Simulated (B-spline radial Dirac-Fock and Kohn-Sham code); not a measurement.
Lα1 (L3-M5) energies across the elements Cu to Cd

The computed values come from an atomic code on a B-spline grid: Dirac-Fock ΔSCF + Breit + QED. Free neutral atoms. Electron correlation is not included.

The screening constant σ is defined by E = 0.1389·Ry·(Z − σ)², the hydrogen-like form of Moseley's law.

```csv
Z,element,computed (eV),tabulated (eV),√E,σ
29,Cu,931.4,929.5,30.52,6.80
30,Zn,1013.9,1011.6,31.84,6.84
31,Ga,1100.1,1098.0,33.17,6.87
32,Ge,1190.1,1188.0,34.50,6.90
33,As,1283.9,1281.9,35.83,6.93
36,Kr,1587.2,1581.1,39.84,7.02
37,Rb,1695.8,1694.1,41.18,7.04
38,Sr,1808.2,1806.5,42.52,7.07
40,Zr,2044.0,2042.3,45.21,7.11
41,Nb,2167.4,2165.9,46.55,7.13
42,Mo,2294.5,2293.2,47.90,7.15
43,Tc,2425.4,2424.0,49.25,7.17
44,Ru,2559.8,2558.5,50.59,7.19
46,Pd,?,?,?,?
47,Ag,2985.2,2984.4,54.64,7.25
48,Cd,3134.6,3133.8,55.99,7.27
```

Q: Estimate the missing row, Pd.

A: Computed 2839.6 eV, tabulated 2838.6 eV, √E = 53.29, σ = 7.24.

Tabulated energies: xraylib 4.2 line table, elements in their standard states.
